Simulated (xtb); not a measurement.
Al(H)2(SH) (AlH3S), SMILES [AlH2][SH]. All values are semi-empirical tight-binding results from xtb (GFN2-xTB unless named), good for trends rather than for accurate numbers. The structure is a stationary point at GFN2-xTB.

Optimised geometry:

Bonded distances (Å): Al1–H2 1.537, Al1–H3 1.537, Al1–S4 2.183, S4–H5 1.332. Bond angles (°): H2–Al1–H3 118.1, H2–Al1–S4 120.9, H3–Al1–S4 121.0, Al1–S4–H5 93.3.
Charge 0, spin multiplicity 1.

For metal compounds this method's bond lengths and energies can be far off.

```json
{
 "point_group_as_xtb_finds_it": "Cs",
 "orbital_gap": "4.67 eV",
 "zero_point_energy": "12.6 kcal/mol",
 "G − E(el) at 298.15 K (modified RRHO)": "-4.0 kcal/mol"
}
```

Computed atomic charges and the Wiberg bond orders between heavy atoms:
charges (e) Al1 0.41, H2 -0.15, H3 -0.15, S4 -0.30, H5 0.19. Bond orders Al1–S4 1.29.
